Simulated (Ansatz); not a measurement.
One change: `N[SiH2][SiH2]C=O` becomes `O=C[SiH2]Cl`.

Ansatz, PBE0-D4/def2-TZVP geometries, multiplicity 1. Each molecule was computed in one conformer, which needn't be the lowest.

```
                                      property  `N[SiH2][SiH2]C=O`
           HOMO energy (B3LYP/def2-TZVPP) / eV               -6.66
            LUMO energy (PBE0/def2-TZVPP) / eV               -1.62
zero-point energy (PBE0-D4/def2-TZVP) / kJ/mol               205.2
          HOMO–LUMO gap (PBE0/def2-TZVPP) / eV                5.25
         LUMO energy (ωB97M-V/def2-TZVPP) / eV                0.54
size of the dipole moment (PBE/def2-TZVPP) / D                2.91
```

(1) Give the same properties after the change, and the shifts. (Best estimate.)

## Answers

(1) The calculation gave: 
```json
{"property": "HOMO energy (B3LYP/def2-TZVPP) / eV", "`O=C[SiH2]Cl`": "-7.21", "shift": "-0.55"}
{"property": "LUMO energy (PBE0/def2-TZVPP) / eV", "`O=C[SiH2]Cl`": "-2.03", "shift": "-0.41"}
{"property": "zero-point energy (PBE0-D4/def2-TZVP) / kJ/mol", "`O=C[SiH2]Cl`": "96.1", "shift": "-109.1"}
{"property": "HOMO–LUMO gap (PBE0/def2-TZVPP) / eV", "`O=C[SiH2]Cl`": "5.39", "shift": "0.14"}
{"property": "LUMO energy (ωB97M-V/def2-TZVPP) / eV", "`O=C[SiH2]Cl`": "0.26", "shift": "-0.28"}
{"property": "size of the dipole moment (PBE/def2-TZVPP) / D", "`O=C[SiH2]Cl`": "0.82", "shift": "-2.09"}
```

With PBE0 the HOMO falls by 0.55 eV and the LUMO falls by 0.41 eV, so the gap widens by about 0.14 eV. PBE moves the HOMO by -0.52 eV and ωB97M-V by -0.57 eV. The zero-point energy changes by -109.1 kJ/mol with -15 modes. Dipoles are sizes alone; their direction can turn.

Positive LUMOs are unbound, so they and the gaps depend on the basis.

B3LYP here is the variant with VWN-RPA as its local correlation; programs differ in this.
